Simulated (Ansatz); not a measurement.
Correlation energies of CdClF, SMILES `[F][Cd][Cl]` by basis set

Cartesian coordinates in Å:
```
F 1.273 -0.856 -1.340
Cd 0.067 -0.045 -0.071
Cl -1.340 0.902 1.411
```

Total charge 0; spin multiplicity 1. Correlated methods include outer-core shells of Cd, which these sets cover unevenly. Cd takes the def2 core potential. All single points use the PBE0-D4/def2-TZVP geometry. Frozen core, restricted reference, Ansatz 0.2.0.

| basis | HF (Eh) | MP2 corr. |
| --- | --- | --- |
| def2-SVP | -725.60361 | -0.68177 |
| def2-TZVPP | -725.92974 | -1.14343 |
| def2-QZVPP | -725.95247 | -1.27364 |

(1) Estimate the CCSD correlation energy and the (T) correction in each basis where they were run (hartree).

## Answers

(1) 
```json
{"basis": "def2-SVP", "CCSD corr.": "-0.68028", "(T)": "-0.01347"}
{"basis": "def2-TZVPP", "CCSD corr.": "-1.12687", "(T)": "-0.03463"}
```
